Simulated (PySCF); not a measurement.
C₂H₁₂BNSi₂, SMILES CN(C)B([SiH3])[SiH3] (GFN2-xTB optimised geometry):

```
18

B      0.345    -1.150     1.460
N     -1.033    -1.230     1.574
C     -1.986    -0.588     0.688
C     -1.748    -1.968     2.597
H     -2.627    -1.338     0.214
H     -2.628     0.094     1.253
H     -1.477    -0.025    -0.087
H     -2.383    -1.292     3.178
H     -2.392    -2.725     2.139
H     -1.057    -2.463     3.273
Si     1.157    -0.095     0.000
H      0.791    -0.544    -1.361
H      2.628    -0.095     0.000
H      0.792     1.338     0.000
Si     1.501    -2.092     2.756
H      2.942    -1.918     2.519
H      1.312    -3.558     2.796
H      1.310    -1.682     4.164
```

Level of theory: CAM-B3LYP/def2-SVP (PySCF 2.14.0).

Problem. What are the frontier orbital energies and the dipole moment?

Solution. HOMO-2 -10.38 eV, HOMO-1 -9.23 eV, HOMO -8.73 eV, LUMO -0.11 eV, LUMO+1 1.98 eV; dipole moment 3.64 D.

On the same geometry PBE/def2-SVP (PySCF) gives HOMO-2 -7.61 eV, HOMO-1 -6.68 eV, HOMO -6.24 eV, LUMO -2.09 eV, LUMO+1 0.03 eV; dipole moment 3.79 D.

Meta-Löwdin charges at CAM-B3LYP/def2-SVP: B1 -0.26, N2 -0.09, C3 -0.18, C4 -0.18, H5 0.10, H6 0.10, H7 0.11, H8 0.10, H9 0.10, H10 0.11, Si11 0.34, H12 -0.10, H13 -0.10, H14 -0.10, Si15 0.34, H16 -0.10, H17 -0.10, H18 -0.10.
